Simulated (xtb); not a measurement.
In(vinyl)(OH)(OMe) (C3H7InO2), SMILES C=[CH][In]([OH])[O]C. All values are semi-empirical tight-binding results from xtb (GFN2-xTB unless named), good for trends rather than for accurate numbers. Coordinates come from a GFN2-xTB optimisation. The values are those of a single conformer.

For metal compounds this method's bond lengths and energies can be far off.

Computed properties:
| Quantity | Result |
|---|---|
| orbital gap | 2.93 eV |
| zero-point energy | 56.6 kcal/mol |
| G − E(el) at 298.15 K (modified RRHO) | 33.1 kcal/mol |
